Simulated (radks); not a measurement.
Species: neutral copper. Configuration: [Ar] 3d10 4s1.

Method: scalar-relativistic Kohn-Sham, r2SCAN, spin-polarised, spherical densities, finite nucleus; open shells are filled with parallel spins first; meta-GGA in the generalised Kohn-Sham scheme; Fermi nuclear charge, rms radius 3.8823 fm; computed with a radial shooting solver on a logarithmic mesh with Libxc functionals.

Energy parts (eV):
part                       energy
total                  -45037.880
kinetic                 45708.718
electron-nucleus      -108457.472
Hartree                 19556.174
exchange-correlation    -1845.301

Orbitals (lengths in bohr, moments of r in powers of bohr; r(max) is where P^2 peaks; r(90%) holds 90 % of the orbital's charge):
| orbital | occ. | eigenvalue (eV) | <r^2> | r(max) | r(90%) | <r> |
|---|---|---|---|---|---|---|
| 1s up | 1 | -8878.379 | 0.003658 | 0.03412 | 0.0931 | 0.05214 |
| 1s down | 1 | -8878.349 | 0.003658 | 0.03412 | 0.0931 | 0.05214 |
| 2s down | 1 | -1072.660 | 0.06508 | 0.1964 | 0.363 | 0.2348 |
| 2s up | 1 | -1072.585 | 0.06507 | 0.1964 | 0.363 | 0.2348 |
| 2p down | 3 | -923.9484 | 0.05224 | 0.1583 | 0.337 | 0.2064 |
| 2p up | 3 | -923.9006 | 0.05224 | 0.1583 | 0.337 | 0.2063 |
| 3s down | 1 | -118.4556 | 0.5853 | 0.6129 | 1.07 | 0.7115 |
| 3s up | 1 | -118.3590 | 0.5859 | 0.6129 | 1.07 | 0.7118 |
| 3p down | 3 | -74.3430 | 0.6639 | 0.6200 | 1.16 | 0.7493 |
| 3p up | 3 | -74.2618 | 0.6661 | 0.6200 | 1.16 | 0.7502 |
| 4s up | 1 | -5.3024 | 9.839 | 2.314 | 4.47 | 2.900 |
| 3d up | 5 | -5.0590 | 1.616 | 0.6067 | 1.93 | 1.058 |
| 3d down | 5 | -4.9126 | 1.472 | 0.6054 | 1.84 | 1.021 |
| 4s down | 0 | -3.5165 | 10.72 | 2.293 | 4.72 | 2.997 |

The highest occupied level is 3d down at -4.913 eV. Summed over all electrons, <r^2> = 30.89 bohr^2, which gives a Langevin (diamagnetic) susceptibility term of -24.5 x 10^-6 cm^3/mol.
